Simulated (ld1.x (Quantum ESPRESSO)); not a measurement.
# Which change was made? (P, TM)

```json
{
  "Element": "phosphorus",
  "Generator": "ld1.x (Quantum ESPRESSO) 7.5",
  "Type": "norm-conserving Troullier–Martins (Kleinman–Bylander form)",
  "Functional": "PW91",
  "Relativity": "fully relativistic",
  "Frozen core": "[Ne]",
  "Valence charge": "5",
  "Reference configuration": "3s2 3p3",
  "Partial waves": "3s (bound): rc 1.20 bohr; 3p (bound): rc 1.55 bohr",
  "Local potential": "all-electron potential smoothed inside 1.15 bohr (lloc = -1)",
  "Core correction": "a·sin(br)/r model core inside 0.75 bohr"
}
```

Open shells are filled in proportion to 2j + 1 (rel_dist='average').

Cutoffs, loose and tight: the cutoffs (Ry, on a coarse ladder) from which the occupation-weighted sum of valence levels, in a spherical-Bessel basis at the reference potential, stays within 10 and 1 mRy of its value at 400 Ry. They do not see the model core or the augmentation charge, which bear on the density cutoff. Test errors are all-electron minus pseudo excitation energies from the reference, over the configurations 3s2 3p2; 3s2 3p1; 3s2 3p0; 3s2 3p3.3; 3s1 3p0; 3s1 3p3; 3s0 3p5; variants that change the core or the reference have their own tests.

The base gives: outcome: generated; cutoff, loose: 50 Ry; cutoff, tight: 110 Ry; bound ghosts: none; largest test error (meV): +313.

On the changes marked as counting shells twice: ld1.x takes every shell without a wave as core, so the model core holds the marked electrons as well and exchange and correlation see them twice. This cancels in the reference configuration, but the file is broken for other ones, and its errors say nothing about a proper core correction.

(1) After one change the result is: outcome: generated, misses its reference levels by 0.21 eV; bound ghosts: not determined; largest test error (meV): -613. Which change was it?
A. local potential all-electron potential smoothed inside 0.78 bohr (lloc = -1)
B. type PAW; waves now 3s (bound): rcut 1.05, rcutus 1.20 bohr; 3s channel at 3.2 Ry: rcut 1.05, rcutus 1.20 bohr; 3p (bound): rcut 1.35, rcutus 1.55 bohr; 3p channel at 3.85 Ry: rcut 1.35, rcutus 1.55 bohr; local potential all-electron potential smoothed inside 1.35 bohr (lloc = -1); augmentation GAUSS, radius 1.15 bohr
C. local potential all-electron potential smoothed inside 1.10 bohr (lloc = -1)
D. core [He], valence charge 13; reference 2s2 2p6 3s1.5 3p3.5; waves now 2p (bound): rc 0.40 bohr; 2s (bound): rc 0.60 bohr; local potential the s channel; core correction a·sin(br)/r model core inside 0.30 bohr (3p, 3s counted twice)

## Answers

(1) D. The others give: local potential all-electron potential smoothed inside 0.78 bohr (lloc = -1) → outcome: generated; cutoff, loose: 50 Ry; cutoff, tight: 110 Ry; bound ghosts: s; largest test error (meV): +17 | type PAW; waves now 3s (bound): rcut 1.05, rcutus 1.20 bohr; 3s channel at 3.2 Ry: rcut 1.05, rcutus 1.20 bohr; 3p (bound): rcut 1.35, rcutus 1.55 bohr; 3p channel at 3.85 Ry: rcut 1.35, rcutus 1.55 bohr; local potential all-electron potential smoothed inside 1.35 bohr (lloc = -1); augmentation GAUSS, radius 1.15 bohr → outcome: failed: new_paw_hamiltonian: negative rho | local potential all-electron potential smoothed inside 1.10 bohr (lloc = -1) → outcome: generated; cutoff, loose: 45 Ry; cutoff, tight: 110 Ry; bound ghosts: s; largest test error (meV): +816.
